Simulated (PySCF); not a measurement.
Compound: Si(iPr)Cl3, C₃H₇Cl₃Si.
Structure used (PBE0-D3(BJ)/def2-SVP), in Å, numbered top down from 1:
```xyz
14
C3H7Cl3Si angstrom
Si     0.177    0.340   -1.567
C      0.171    0.314    0.301
C      0.976   -0.871    0.835
C     -1.254    0.351    0.852
H      0.689    1.252    0.577
H      2.009   -0.870    0.458
H      0.512   -1.827    0.545
H      1.015   -0.841    1.935
H     -1.237    0.397    1.952
H     -1.814    1.224    0.485
H     -1.811   -0.555    0.565
Cl     2.102    0.366   -2.283
Cl    -0.793    2.003   -2.289
Cl    -0.761   -1.327   -2.324
```

Computed, not measured: TDDFT B3LYP/def2-SVPD, vertical, gas phase, core orbitals frozen in the response in PySCF.

Ground-to-excited transition dipoles (e·a0, same axes as the geometry; the sign carries no meaning), for the states with f of 0.002 or more among the lowest 9:

| state | E (eV) | μx | μy | μz |
| --- | --- | --- | --- | --- |
| S1 | 7.188 | -0.008 | -0.026 | 0.680 |
| S3 | 7.632 | -0.125 | -0.238 | -0.081 |
| S4 | 7.639 | -0.261 | 0.140 | -0.002 |
| S5 | 7.830 | 0.202 | 0.360 | -0.219 |
| S6 | 7.967 | -0.348 | 0.198 | -0.003 |
| S8 | 8.188 | -0.647 | 0.242 | 0.012 |
| S9 | 8.202 | 0.121 | 0.523 | -0.067 |

Work out the oscillator strengths.

f = (2/3) ΔE |μ|² with ΔE in hartree (27.2114 eV).

```json
{"state": "S1", "|μ|² (au)": "0.463", "|μ| (D)": "1.73", "f": "0.082"}
{"state": "S3", "|μ|² (au)": "0.079", "|μ| (D)": "0.71", "f": "0.015"}
{"state": "S4", "|μ|² (au)": "0.088", "|μ| (D)": "0.75", "f": "0.016"}
{"state": "S5", "|μ|² (au)": "0.218", "|μ| (D)": "1.19", "f": "0.042"}
{"state": "S6", "|μ|² (au)": "0.160", "|μ| (D)": "1.02", "f": "0.031"}
{"state": "S8", "|μ|² (au)": "0.478", "|μ| (D)": "1.76", "f": "0.096"}
{"state": "S9", "|μ|² (au)": "0.292", "|μ| (D)": "1.37", "f": "0.059"}
```

What angle do the transition dipoles of S6 and S8 make?

|cos θ| = |μa·μb| / (|μa| |μb|) = 0.99, so θ ≈ 9° (taken between 0 and 90°, since the signs are arbitrary).

What peak molar absorption coefficient would the strongest computed level give as a lone Gaussian band 0.4 eV wide at half height?

ε(max) = 2.175×10⁸ f / FWHM, with the width in cm⁻¹. S8: 2.175×10⁸ × 0.0959 / 3226 ≈ 6500 L mol⁻¹ cm⁻¹.

Hardware: Arm Neoverse V1, one thread, on a shared host. Cost: 52 s of wall time (grids of density and orbitals included), 0.95 GiB resident at most.
